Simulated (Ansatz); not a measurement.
Start from `[NH2][Hf]([O][SiH3])([O][SiH3])[O][SiH3]` and change one atom or group to get `[SiH3][O][Hf]([Cl])([O][SiH3])[O][SiH3]`.

Ansatz, PBE0-D4/def2-TZVP geometries, multiplicity 1. Each molecule was computed in one conformer, which needn't be the lowest.

Elements past krypton have def2 core potentials.

```csv
property,`[NH2][Hf]([O][SiH3])([O][SiH3])[O][SiH3]`
size of the dipole moment (ωB97M-V/def2-TZVPP) / D,1.38
LUMO energy (PBE0/def2-TZVPP) / eV,-0.55
HOMO–LUMO gap (ωB97M-V/def2-TZVPP) / eV,10.64
LUMO energy (PBE/def2-TZVPP) / eV,-1.31
HOMO–LUMO gap (B3LYP/def2-TZVPP) / eV,6.46
HOMO energy (PBE0/def2-TZVPP) / eV,-7.51
```

Q: Give the same properties after the change, and the shifts. (Estimate.)

A: The calculation gave: 
```tsv
property	`[SiH3][O][Hf]([Cl])([O][SiH3])[O][SiH3]`	shift
size of the dipole moment (ωB97M-V/def2-TZVPP) / D	1.59	0.21
LUMO energy (PBE0/def2-TZVPP) / eV	-0.70	-0.15
HOMO–LUMO gap (ωB97M-V/def2-TZVPP) / eV	11.86	1.22
LUMO energy (PBE/def2-TZVPP) / eV	-1.46	-0.15
HOMO–LUMO gap (B3LYP/def2-TZVPP) / eV	7.76	1.30
HOMO energy (PBE0/def2-TZVPP) / eV	-8.92	-1.41
```

With PBE0 the HOMO falls by 1.41 eV and the LUMO falls by 0.15 eV, so the gap widens by about 1.26 eV. PBE moves the HOMO by -1.37 eV and ωB97M-V by -1.31 eV. Dipoles are sizes alone; their direction can turn.

Positive LUMOs are unbound, so they and the gaps depend on the basis.

B3LYP here is the variant with VWN-RPA as its local correlation; programs differ in this.
